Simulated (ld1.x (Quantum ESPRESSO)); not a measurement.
Scattering properties, PAW potential for Mn

```
Element                 : Mn (Z = 25)
Generator               : ld1.x (Quantum ESPRESSO) 7.5
Type                    : PAW
Functional              : LDA (PZ)
Relativity              : scalar-relativistic
Frozen core             : [Ar]
Valence charge          : 7
Reference configuration : 3d5 4s2 4p0
Partial waves           : 4s (bound): rcut 2.30, rcutus 2.50 bohr; 4s channel at 0.2 Ry: rcut 2.30, rcutus 2.50 bohr; 4p (bound, empty): rcut 2.90, rcutus 3.10 bohr; 4p channel at 1.45 Ry: rcut 2.90, rcutus 3.10 bohr; 3d (bound): rcut 0.75, rcutus 1.00 bohr; 3d channel at -0.05 Ry: rcut 0.75, rcutus 1.00 bohr
Local potential         : all-electron potential smoothed inside 2.35 bohr (lloc = -1)
Core correction         : a·sin(br)/r model core inside 0.90 bohr
Augmentation charge     : BESSEL, radius 0.75 bohr
```

The phase is arctan(r·u′/u) with u = r·R(r), unwrapped; energies in Ry, scanned from -3 to 5 Ry. A pole is an energy at which the radial function vanishes at the test radius. The pseudo phase is shifted by a multiple of π to meet the all-electron one at the reference energy, and phase errors are pseudo minus all-electron; the curves can meet again beyond the range given. Levels narrower than the energy grid can be missing from the lists of poles.

Question: For each channel, where are the poles, and over which energies does the pseudopotential scatter like the atom?

Answer:

```csv
channel,radius (bohr),reference energy (Ry),"poles, all-electron","poles, pseudo",unbroken range about the reference energy with phases within 0.05 rad,phase error 1 Ry above the reference energy (rad)
s,3.36,-0.39,"0.32, 4.85","0.32, 4.00",below 2.1,-0.000
p,3.36,-0.11,1.01,"1.01, 4.77",below 2.7,-0.000
d,3.36,-0.52,"-0.47, 2.28","-0.47, 2.28",below 4.0,-0.000
```

Phases in the s channel:

| E (Ry) | all-electron | pseudo |
| --- | --- | --- |
| -3.00 | 1.379 | 1.379 |
| -2.76 | 1.368 | 1.368 |
| -2.52 | 1.356 | 1.356 |
| -2.28 | 1.340 | 1.340 |
| -2.04 | 1.320 | 1.320 |
| -1.80 | 1.294 | 1.294 |
| -1.56 | 1.258 | 1.258 |
| -1.32 | 1.204 | 1.204 |
| -1.08 | 1.111 | 1.111 |
| -0.84 | 0.910 | 0.910 |
| -0.60 | 0.292 | 0.292 |
| -0.36 | -0.874 | -0.874 |
| -0.12 | -1.327 | -1.327 |
| 0.12 | -1.494 | -1.494 |
| 0.36 | -1.584 | -1.584 |
| 0.60 | -1.647 | -1.647 |
| 0.84 | -1.701 | -1.701 |
| 1.08 | -1.756 | -1.756 |
| 1.32 | -1.822 | -1.823 |
| 1.56 | -1.915 | -1.917 |
| 1.80 | -2.070 | -2.078 |
| 2.04 | -2.395 | -2.426 |
| 2.28 | -3.134 | -3.226 |
| 2.52 | -3.910 | -3.984 |
| 2.76 | -4.257 | -4.305 |
| 3.00 | -4.417 | -4.454 |
| 3.24 | -4.506 | -4.541 |
| 3.48 | -4.564 | -4.601 |
| 3.72 | -4.604 | -4.651 |
| 3.96 | -4.636 | -4.702 |
| 4.20 | -4.661 | -4.788 |
| 4.44 | -4.682 | -5.687 |
| 4.68 | -4.700 | -7.672 |
| 4.92 | -4.717 | -7.770 |
